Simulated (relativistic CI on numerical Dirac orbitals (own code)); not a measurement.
## Ni⁴⁺ in a cubic cluster: 2p photoemission with charge transfer

Computed with a charge-transfer multiplet model of a cubic metal-ligand cluster with up to 2 ligand holes, Slater and spin-orbit integrals from Dirac-Coulomb-Breit ions, Slater integrals scaled by 0.7. The ground state mixes d6 with configurations of k ligand holes L, whose averages lie at kΔ + k(k − 1)U_dd/2; a core hole lowers each added d electron by U_cd. 300 K, Lorentzian 0.6 eV and Gaussian 0.8 eV FWHM.

Atomic integrals in eV (Slater integrals scaled, ζ unscaled), ground: F2dd 9.934, F4dd 6.234, zeta_d 0.099; with the core hole: F2dd 11.067, F4dd 6.975, zeta_d 0.136, zeta_core 11.396, F2cd 6.763, G1cd 5.299, G3cd 3.018.

Cluster parameters (eV): Δ = 0.7, U_cd = 7.7, 10Dq = 1.8, 10Dq(ligand) = 1.4, V(eg) = 1.45, V(t2g) = -0.68, final-state hopping factor = 0.8.

Weights, n_d and S are thermal averages at 300 K. Binding energies count from the first peak over 30 % of the highest in each spectrum, which can be another peak from case to case. The parameters are a model scan and need not match a compound or its usual spin state. Peaks in eV (height, largest 100): 0.0 (100), 3.7 (37), 7.5 (22), 11.3 (29), 14.5 (7), 17.9 (45), 21.3 (15), 24.7 (12), 28.9 (12).

Which parameters give this spectrum?
A. U_dd = 4.3 eV
B. U_dd = 7.1 eV
C. U_dd = 6.4 eV

B. U_dd = 7.1 eV; the ground state then has 6.60 d electrons and S = 0.08. The choice follows from running the model for each set and comparing peak positions and heights. The space is cut while the next configuration still counts.
